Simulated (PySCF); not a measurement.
Correlation energy of Ir³⁺ (iridium, charge +3)

[Xe] 4f14 5d6, high-spin 5D determinant. Calculation: PySCF 2.14, in aug-cc-pVDZ-PP with ECP60MDF; a scalar-relativistic core potential. Frozen: 5s2 5p6; 6 electrons correlated.

| level | correlation energy (mhartree) |
| --- | --- |
| CCSD | -78.94 |
| (T) | -0.80 |
| CCSD(T) | -79.74 |

Diagnostics: T1 = 0.0032, D1 = 0.0067, largest double amplitude 0.039.

Spin-orbit coupling, absent here, splits the open shell strongly.

Cost of the coupled-cluster step: of the order of 2.9 core-seconds, for 6 correlated electrons.

Iterations:

```
CC2 = 0
CCSD nocc = (np.int64(5), np.int64(1)), nmo = (50, 50)
frozen orbitals [[0, 1, 2, 3], [0, 1, 2, 3]]
max_cycle = 100
direct = 0
conv_tol = 1e-08
conv_tol_normt = 1e-06
diis_space = 8
diis_start_cycle = 0
Init t2, MP2 energy = -0.0715581392018054
Init E_corr(UCCSD) = -0.071558139201916
cycle = 1  E_corr(UCCSD) = -0.077434586561843  dE = -0.00587644736  norm(t1,t2) = 0.0203069
cycle = 2  E_corr(UCCSD) = -0.0782743015811552  dE = -0.000839715019  norm(t1,t2) = 0.00980517
cycle = 3  E_corr(UCCSD) = -0.0789133747007687  dE = -0.00063907312  norm(t1,t2) = 0.00655263
cycle = 4  E_corr(UCCSD) = -0.078922505190847  dE = -9.13049008e-06  norm(t1,t2) = 0.00217477
cycle = 5  E_corr(UCCSD) = -0.0789461151497346  dE = -2.36099589e-05  norm(t1,t2) = 0.000581639
cycle = 6  E_corr(UCCSD) = -0.078943631589927  dE = 2.48355981e-06  norm(t1,t2) = 0.000178828
cycle = 7  E_corr(UCCSD) = -0.0789449692821761  dE = -1.33769225e-06  norm(t1,t2) = 7.82154e-05
cycle = 8  E_corr(UCCSD) = -0.0789450001823271  dE = -3.0900151e-08  norm(t1,t2) = 2.97365e-05
cycle = 9  E_corr(UCCSD) = -0.0789448947465779  dE = 1.05435749e-07  norm(t1,t2) = 7.27031e-06
cycle = 10  E_corr(UCCSD) = -0.0789449051134578  dE = -1.03668799e-08  norm(t1,t2) = 1.84187e-06
cycle = 11  E_corr(UCCSD) = -0.0789449127139119  dE = -7.60045406e-09  norm(t1,t2) = 6.74768e-07
UCCSD converged
E(UCCSD) = -101.8320897924823  E_corr = -0.07894491271391191
UCCSD(T) correction = -0.000801194495413101
```
